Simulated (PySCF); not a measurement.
C2H7FOSi2, SMILES C=C[Si@H](F)[SiH2]O.

Geometry optimised at ωB97X-D3(BJ)/def2-SVP. The structure was generated by enumeration; whether it is a known compound was not checked. Other conformers were not sampled.

Computed with CAM-B3LYP/def2-TZVP (PySCF).

Computed frontier levels, gap, dipole moment and polarisability:
* **highest occupied level**: -8.84 eV
* **lowest empty level**: 0.02 eV
* **orbital gap**: 8.86 eV
* **dipole moment**: 1.36 D
* **quadrupole, principal values (traceless, Buckingham form, about the centre of nuclear charge)**: -7.77, -0.54, 8.30 D·Å
* **mean static polarisability**: 79.1 bohr³ (11.72 Å³)
* **polarisability, principal values**: 69.0, 69.7, 98.7 bohr³
